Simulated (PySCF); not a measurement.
A structure optimised at PBE0-D3(BJ)/def2-TZVPD, used in a PySCF frequency run:

```
Sn
H 1 1.7251
H 1 1.7251 2 120.25
```
Charge +1, spin multiplicity 2.

Task: Write its SMILES, formula and point group.

Result: [SnH2+], H2Sn, C2v

Task: What are its rotational constants (standard atomic weights)?

Result: 345.29, 112.03, 84.589 GHz
